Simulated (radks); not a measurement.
Problem. These are the eigenvalues of the occupied orbitals of an atom or ion with whole-number occupations (eV). Method: Dirac Kohn-Sham, PBE, spin-unpolarised, spherical densities, finite nucleus; Fermi nuclear charge, rms radius of each element as measured or else 0.836 A^(1/3) + 0.57 fm; computed with a radial shooting solver on a logarithmic mesh with Libxc functionals.

| orbital | eigenvalue |
|---|---|
| 1s1/2 | -8848.829 |
| 2s1/2 | -1062.101 |
| 2p1/2 | -930.3935 |
| 2p3/2 | -909.8973 |
| 3s1/2 | -114.6718 |
| 3p1/2 | -73.8608 |
| 3p3/2 | -71.2803 |
| 3d3/2 | -5.2025 |
| 3d5/2 | -4.9326 |
| 4s1/2 | -4.6100 |

Which element is it, and in what charge state? The configuration may be excited. Open shells, if any, fill j = l - 1/2 first.

Solution. Z = 29, copper, charge 0: Cu in [Ar] 3d10 4s1. The list shows which subshells hold electrons but not how many an open one holds; the 1s level, -325.19 hartree, gives Z - s = 25.5 by -(Z - s)^2/2, which with screening and relativity narrows Z to a few neighbours, and the depths of the outer levels then fix element, charge and occupations together.
